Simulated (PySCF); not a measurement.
# Tl⁺ (thallium, charge +1) across methods

[Xe] 4f14 5d10 6s1 6d1, high-spin 3D determinant (an excited configuration). Computed with PySCF 2.14 in aug-cc-pwCVTZ-DK3, with the spin-free X2C one-electron Hamiltonian (Gaussian nucleus).

| method | E (hartree) | mean ε 5d β (eV) | mean ε 6s α (eV) | mean ε 6d α (eV) | Σ⟨r²⟩ (bohr²) | ⟨S²⟩ |
| --- | --- | --- | --- | --- | --- | --- |
| UHF | -20241.10243 | -35.062 | -23.349 | -5.667 | 83.50 | 2.001 |
| r2SCAN | -20247.09 | -27.878 | -20.646 | -4.732 | 79.27 | 2.002 |
| PBE0 | -20246.86 | -29.567 | -21.349 | -5.107 | 79.60 | 2.001 |
| PBE | -20247.16 | -27.371 | -20.412 | -4.819 | 78.68 | 2.001 |
| LDA | -20234.74 | -27.639 | -20.817 | -4.736 | 78.44 | 2.000 |

Spin-orbit coupling, absent here, splits the open shell strongly. The outer electron is Rydberg-like, and this basis confines it to a smaller radius and binds it less than a complete one would.
